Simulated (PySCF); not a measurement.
Start geometry of CoI2(H2O)2, `[OH2]->[Co](<-[OH2])([I])[I]` [radical] from GFN2-xTB (Å):
```
atom  x, y, z in Å
Co1    0.653   -0.081    0.423
I2    -0.034    0.080    2.748
I3     2.532   -0.101   -0.981
O4    -0.391    1.793   -0.450
H5    -0.040    2.280   -1.143
H6    -0.898    2.414    0.182
O7    -0.546   -1.791   -0.311
H8    -1.020   -2.270    0.331
H9    -0.122   -2.394   -0.825
```

Problem. What comes out of this run: PBE0-D3(BJ)/def2-SVP geometry optimisation, gas phase, def2 core potentials past Kr in PySCF 2.14.0?

Solution. 
```
atom  x, y, z in Å
Co1    0.3711   -0.0097    0.2097
I2    -0.1007    0.0426    2.6896
I3     2.4192   -0.0679   -1.2607
O4    -0.5118    1.7485   -0.4307
H5     0.1229    2.2458   -0.9669
H6    -0.7288    2.3008    0.3342
O7    -0.6026   -1.7615   -0.3074
H8    -0.8388   -2.2323    0.5054
H9     0.0022   -2.3357   -0.7989
```

The energy falls by 0.763 eV over 14 energy and gradient evaluations, the largest force component goes from 0.0814 to 2.4e-04 Eh/bohr, and the atoms move by 0.215 Å rms after alignment. The bond that changes most is Co1–O4 (ends: cobalt bonded to 2 I and 2 O; oxygen bonded to Co and 2 H), which shortens by 0.247 Å. Bonds longer at the end by more than 0.005 Å: 5 of 8; shorter: 3. Among the angles that change most is Co1–O4–H5, from 122.8° to 109.2°. Among the dihedrals that turn most is I2–Co1–O4–H5, from 148° to 129°. Rotational constants go from 1800, 353.4, 346.1 to 1875, 333.4, 326.8 MHz. The orientation of the end geometry is arbitrary; only internal coordinates are fixed.

The run used 131 basis functions and 373 SCF cycles in all. Time: 11 min of wall time; peak memory 0.61 GiB. Hardware: Arm Neoverse V1, one thread, no GPU, on a shared host.

PBE0-D3(BJ)/def2-SVP frequencies: not computed here. ⟨S²⟩ = 1.754 (exact for a doublet: 0.75).
